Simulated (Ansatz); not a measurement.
Two structures of SiH2Cl3F, singlet, reached by relaxing down either side of one saddle point (PBE0-D4/def2-TZVP). Energies are electronic, without zero-point energy. Computed with Ansatz 0.2.0 (basis: def2-TZVPP and def2-QZVPP); correlated methods freeze the cores. Extrapolation: Hartree–Fock as exp(−7.88 √X), correlation as X^−2.97. First:

Si1  (-1.072, -0.343, 0.218)
F2  (-0.127, 0.830, 0.682)
Cl3  (-0.061, -1.488, -1.094)
Cl4  (-1.594, -1.415, 1.841)
Cl5  (-2.700, 0.463, -0.652)
H6  (2.456, 1.028, -0.315)
H7  (3.099, 0.925, -0.679)
(Å)

Second:

Si1  (-0.205, -0.666, -0.570)
F2  (0.918, 2.153, 1.038)
Cl3  (-0.444, -2.538, -1.306)
Cl4  (-0.193, -0.785, 1.480)
Cl5  (-1.747, 0.508, -1.147)
H6  (0.596, 1.432, 1.521)
H7  (1.074, -0.103, -1.017)
(Å)

Question: Which bonds change from the first to the second?

Answer: SiCl₃F ([F][Si]([Cl])([Cl])[Cl]) + H₂ → SiHCl₃ ([Cl][SiH]([Cl])[Cl]) + HF; bonds formed: Si1–H7, F2–H6; bonds broken: Si1–F2, H6–H7.

Question: Give the saddle point's structure and its height above each. (An estimate is asked for; the value comes from the calculation.)

Answer: The calculation gives: 274.6 kJ/mol above the first and 165.6 kJ/mol above the second (CCSD(T) at an estimated basis limit (MP2 extrapolated from triple and quadruple zeta, plus CCSD(T) − MP2 in triple zeta)).
Si1  (-0.248, -0.227, -0.060)
F2  (0.167, 1.329, 0.927)
Cl3  (0.139, -1.765, -1.392)
Cl4  (-0.630, -1.243, 1.650)
Cl5  (-1.790, 0.726, -0.965)
H6  (1.054, 0.944, 0.243)
H7  (1.307, 0.236, -0.403)
(Å)

No T1 diagnostic of these runs exceeds 0.011.

Labels in which every atom is bracketed show which atoms are joined, not bond orders.

For scale, one of the runs: CCSD(T)/def2-TZVPP, 227 basis functions, launched by `ansatz run in.yaml --threads 4 --pin off --events-out ev --progress --plain --max-ram 9574MiB`. Time: 81 s of wall clock on 4 CPU threads of a Oxide Virtual Turin-like; the host was shared. Peak host memory: 3.5 GiB.
